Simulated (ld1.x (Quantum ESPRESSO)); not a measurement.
Results of a calculation; reference values are marked as such.
**Potentials for arsenic compared**

Generated with ld1.x 7.5 (TM, RRKJ, ultrasoft, PAW), atompaw 4.2 or ONCVPSP 4.0.1. The cutoff is in Ry: for ld1.x and atompaw files where the sum of valence levels is converged to 10 mRy in a Bessel basis, for ONCV files where the hardest occupied wave has 1 mHa per electron of residual kinetic energy. The error is the largest all-electron minus pseudo excitation energy over each file’s own four to seven test configurations (ionisations up to +4, promotions, holes and added fractions of an electron), all of which were solved. The labels leave out finer settings (local radius, basis sizes, second energies), which also bear on the numbers. Spin-polarised tests are not counted. The rows are a selection from randomly drawn settings: files with unsolved tests, undetermined cutoffs or missed reference levels are left out.

A true bound ghost makes a file unfit for plane-wave use even where its test errors are small: the radial tests pick states by their node count and pass the ghost by.

```csv
potential,cutoff (Ry),largest error (meV),bound ghosts
"ultrasoft, PBE, scalar-relativistic, rc 1.55/2.00/1.05 (spd), local smoothed, core correction no, reference 3d10 4s2 4p3",140,+165,s
"TM, PBE, scalar-relativistic, rc 1.40/1.80 (sp), local s, core correction yes, reference 4s1.5 4p3.5",35,-291,none
"TM, PBE, scalar-relativistic, rc 1.65/2.00/1.90 (spd), local smoothed, core correction no, reference 4s2 4p3",30,+130,none
"RRKJ, Wu–Cohen, scalar-relativistic, rc 1.70/1.75/1.50 (spd), local s, core correction yes, reference 4s2 4p1",35,-30,d
"PAW, PBE, scalar-relativistic, rc 1.50/1.85/1.15 (spd), local smoothed, core correction yes, reference 3d10 4s2 4p3",120,-8.4,none
"RRKJ, LDA (PZ), scalar-relativistic, rc 1.70/2.00 (sp), local p, core correction yes, reference 4s2 4p3",35,-372,s
"TM, LDA (PZ), scalar-relativistic, rc 1.75/1.65/1.60 (spd), local s, core correction no, reference 4s2 4p3",35,+466,d
```

(1) Fill in the row for As: TM semilocal, PBE, scalar-relativistic, rc 1.15/1.45/1.45 (spd), local d, core correction no, reference 4s2 4p2.

Results:

(1) cutoff 70 Ry, largest error +191 meV, bound ghosts: none.
